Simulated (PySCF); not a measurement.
**Radial density of As (arsenic, neutral)**

UHF, [Ar] 3d10 4s2 4p3, high-spin 4S determinant. Calculation: PySCF 2.14, in def2-TZVPPD (7s5p5d1f, 54 functions); no relativity, point nucleus.

| r (bohr) | 4πr²ρ (e/bohr) | 4πr²(ρα − ρβ) |
| --- | --- | --- |
| 0.000642 | 0.1224 | 0.0000 |
| 0.00108 | 0.3373 | 0.0000 |
| 0.00182 | 0.9070 | 0.0000 |
| 0.00305 | 2.368 | -0.0001 |
| 0.00514 | 5.835 | -0.0001 |
| 0.00864 | 13.12 | -0.0002 |
| 0.0145 | 25.22 | 0.0001 |
| 0.0244 | 37.62 | 0.0033 |
| 0.0411 | 38.77 | 0.0179 |
| 0.0692 | 32.68 | 0.0557 |
| 0.116 | 43.83 | 0.0759 |
| 0.196 | 40.20 | -0.0114 |
| 0.329 | 24.61 | 0.0691 |
| 0.554 | 30.06 | 0.1131 |
| 0.931 | 10.71 | 0.0778 |
| 1.57 | 3.134 | 1.1403 |
| 2.63 | 1.694 | 1.1286 |
| 4.43 | 0.2313 | 0.1933 |
| 7.45 | 0.001214 | 0.0011 |

Task: Where is the radial spin density 4πr²(ρα − ρβ) most negative, and why is it negative at all?

Result: Around r = 0.196 bohr, down to -0.0114 e/bohr: exchange with the open shell polarises the paired shells in an unrestricted calculation.
